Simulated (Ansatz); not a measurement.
HfO₂, SMILES `[O]=[Hf]=[O]`. Total charge 0; spin multiplicity 1. Hf takes the def2 core potential.

```xyz
3

O    -0.5436   -1.2726    0.5132
Hf    0.2892   -0.1780   -0.6105
O     0.2544    1.4505    0.0973
```

**Question.** List the harmonic frequencies (cm⁻¹, unscaled) at PBE0-D4/def2-TZVP in Ansatz. (An estimate is asked.)

**Answer.** The calculation gave: 298, 848, 932.

**Question.** Is this a minimum?

**Answer.** Yes, all 3 modes are real.

**Question.** Give the ideal-gas thermochemistry at 298.15 K and 1 bar (rigid rotor, harmonic oscillator; point group C2v, symmetry number 2).

**Answer.** Zero-point energy 12.4 kJ/mol; H(298) − E = 23.8 kJ/mol; entropy 276.0 J/(mol·K), of which translation 175.6, rotation 93.2, vibration 7.2; G(298) − E = -58.5 kJ/mol.

**Question.** Rotational constants (cm⁻¹)?

**Answer.** 0.5658, 0.2562, 0.1764.
